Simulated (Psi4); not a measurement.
H4Cl3NSi2, singlet, geometry from GFN2-xTB; HF/6-311G** (Psi4).

The Psi4 input:
```
memory 2 GB

molecule {
0 1
Si    0.31724791    0.03323070   -0.03681187
Cl    0.86208689   -0.71047698    1.78585603
Cl    0.36305663    2.06416802    0.17759000
Cl    1.83919894   -0.43062826   -1.30905226
Si   -1.75212397   -0.76455992   -0.77445890
N    -3.08608355   -0.39533238    0.24212958
H    -2.08289303   -0.15971324   -2.06518851
H    -1.72330924   -2.22593296   -0.84167032
H    -3.17948077   -0.85423684    1.13422601
H    -3.41728938    0.55375118    0.31082247
}

set {
  basis 6-311g**
}

energy('scf')
print_variables()
```

What the program printed (banner, timings and long lists left out):

```
   => Loading Basis Set <=

    Name: 6-311G**
    Role: ORBITAL
    Keyword: BASIS

         ---------------------------------------------------------
                                   SCF
               by Justin Turney, Rob Parrish, Andy Simmonett
                          and Daniel G. A. Smith
                              RHF Reference
         ---------------------------------------------------------

  ==> Geometry <==

    Molecular point group: c1
    Full point group: C1

    Geometry (in Angstrom), charge = 0, multiplicity = 1:

       Center              X                  Y                   Z               Mass
    ------------   -----------------  -----------------  -----------------  -----------------
         SI           0.242823797712     0.013246422635    -0.048572112025    27.976926534650
         CL           0.787662777712    -0.730461257365     1.774095787975    34.968852682000
         CL           0.288632517712     2.044183742635     0.165829757975    34.968852682000
         CL           1.764774827712    -0.450612537365    -1.320812502025    34.968852682000
         SI          -1.826548082288    -0.784544197365    -0.786219142025    27.976926534650
         N           -3.160507662288    -0.415316657365     0.230369337975    14.003074004430
         H           -2.157317142288    -0.179697517365    -2.076948752025     1.007825032230
         H           -1.797733352288    -2.245917237365    -0.853430562025     1.007825032230
         H           -3.253904882288    -0.874221117365     1.122465767975     1.007825032230
         H           -3.491713492288     0.533766902635     0.299062227975     1.007825032230

  Running in c1 symmetry.

  Rotational constants: A =      0.04347  B =      0.02837  C =      0.02786 [cm^-1]
  Rotational constants: A =   1303.23835  B =    850.39055  C =    835.29660 [MHz]
  Nuclear repulsion =  621.645067131173960

  Charge       = 0
  Multiplicity = 1
  Electrons    = 90
  Nalpha       = 45
  Nbeta        = 45

  ==> Algorithm <==

  SCF Algorithm Type is DF.
  DIIS enabled.
  MOM disabled.
  Fractional occupation disabled.
  Guess Type is SAD.
  Energy threshold   = 1.00e-06
  Density threshold  = 1.00e-06
  Integral threshold = 1.00e-12

  ==> Primary Basis <==

  Basis Set: 6-311G**
    Blend: 6-311G**
    Number of shells: 84
    Number of basis functions: 172
    Number of Cartesian functions: 178
    Spherical Harmonics?: true
    Max angular momentum: 2

   => Loading Basis Set <=

    Name: (6-311G** AUX)
    Role: JKFIT
    Keyword: DF_BASIS_SCF

  ==> Integral Setup <==

  SCF_SUBTYPE=INCORE selected. In-core MEM_DF algorithm will be used.
  Using in-core AOs.

  ==> MemDFJK: Density-Fitted J/K Matrices <==

    J tasked:                   Yes
    K tasked:                   Yes
    wK tasked:                   No
    Algorithm:                 Core
    Schwarz Cutoff:           1E-12
    Mask sparsity (%):      16.9889
    Fitting Condition:        1E-10

   => Auxiliary Basis Set <=

  Basis Set: (6-311G** AUX)
    Blend: CC-PVTZ-JKFIT
    Number of shells: 250
    Number of basis functions: 804
    Number of Cartesian functions: 961
    Spherical Harmonics?: true
    Max angular momentum: 4

  Minimum eigenvalue in the overlap matrix is 5.5119716574E-03.
  Reciprocal condition number of the overlap matrix is 9.7427340983E-04.
    Using symmetric orthogonalization.

  ==> Pre-Iterations <==

  SCF Guess: Superposition of Atomic Densities via on-the-fly atomic UHF (no occupation information).

   -------------------------
    Irrep   Nso     Nmo
   -------------------------
     A        172     172
   -------------------------
    Total     172     172
   -------------------------

  ==> Iterations <==

                           Total Energy        Delta E     RMS |[F,P]|

   @DF-RHF iter SAD: -2013.01420318865007   -2.01301e+03   0.00000e+00
   @DF-RHF iter   1: -2013.22899295232787   -2.14790e-01   3.13664e-03 DIIS/ADIIS
   @DF-RHF iter   2: -2013.33249842245596   -1.03505e-01   1.65289e-03 DIIS/ADIIS
   @DF-RHF iter   3: -2013.36747345398544   -3.49750e-02   2.72193e-04 DIIS/ADIIS
   @DF-RHF iter   4: -2013.36935328428035   -1.87983e-03   7.32152e-05 DIIS
   @DF-RHF iter   5: -2013.36951816806913   -1.64884e-04   1.34111e-05 DIIS
   @DF-RHF iter   6: -2013.36952508358945   -6.91552e-06   4.29178e-06 DIIS
   @DF-RHF iter   7: -2013.36952562925489   -5.45665e-07   1.27608e-06 DIIS
   @DF-RHF iter   8: -2013.36952569578898   -6.65341e-08   3.73434e-07 DIIS
  Energy and wave function converged.

  ==> Post-Iterations <==

    Orbital Energies [Eh]
    ---------------------

    Doubly Occupied:

[...]
    Virtual:

[...]
     172A    219.234247

    Final Occupation by Irrep:
              A
    DOCC [    45 ]
    NA   [    45 ]
    NB   [    45 ]

  @DF-RHF Final Energy: -2013.36952569578898

   => Energetics <=

    Nuclear Repulsion Energy =            621.6450671311739598
    One-Electron Energy =               -4024.1301637044161907
    Two-Electron Energy =                1389.1155708774531377
    Total Energy =                      -2013.3695256957889796

Computation Completed

Properties will be evaluated at   0.000000,   0.000000,   0.000000 [a0]

Properties computed using the SCF density matrix

 Multipole Moments:

 ------------------------------------------------------------------------------------
     Multipole            Electronic (a.u.)      Nuclear  (a.u.)        Total (a.u.)
 ------------------------------------------------------------------------------------

 L = 1.  Multiply by 2.5417464519 to convert [e a0] to [Debye]
 Dipole X            :         11.6012669          -12.6577076           -1.0564407
 Dipole Y            :          3.2420584           -3.3988336           -0.1567753
 Dipole Z            :          2.0541898           -2.0001273            0.0540625
 Magnitude           :                                                    1.0693775

 ------------------------------------------------------------------------------------

  Variable Map:
  ----------------------------------------------------------------------------
[...]
  Array Variable Map:
  ----------------------------------------------------------------------------
[...]
[...]
```
